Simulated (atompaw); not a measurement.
## Pseudopotential generation for molybdenum: PAW (atompaw), LDA (PW92), scalar-relativistic.

Mo (Z = 42), PAW, made with atompaw 4.2.0.5 (LDA (PW92), scalar-relativistic). Core [Ar] 3d10 4s2, reference 4p6 4d4 5s0 5p0 (charge +2). Waves: 5s (bound, empty): rc 2.90 bohr; 5s channel at 3.35 Ry: rc 2.90 bohr; 4p (bound): rc 1.65 bohr; 5p (bound, empty): rc 2.25 bohr; 4d (bound): rc 1.90 bohr; 4d channel at 0.15 Ry: rc 2.90 bohr. Local part: ultrasoft scheme with l = 3 at 0 Ry, radius 1.95 bohr. Core correction: smooth core density matched at 2.75 bohr. Augmentation charge: sinc compensation charge, radius 2.45 bohr; PAW radius 2.90 bohr; waves and projectors: custom polynom gramschmidtortho.

All-electron outer shells of the reference configuration (LDA (PW92), scalar-relativistic, ld1.x):

```
shell  level (eV)  outermost node (bohr)  outermost maximum (bohr)
   4s      -82.87                   0.51                      0.99
   4p      -56.90                   0.52                      1.06
   4d      -21.06                   0.53                      1.35
   5s      -18.00                   1.32                      2.59
   5p      -12.82                   1.49                      3.08
```

Does this generation succeed?

No. atompaw 4.2.0.5 stopped with "atompaw: The overlap operator has at least one negative eigenvalue!": the overlap operator built from these waves and projectors is not positive definite.
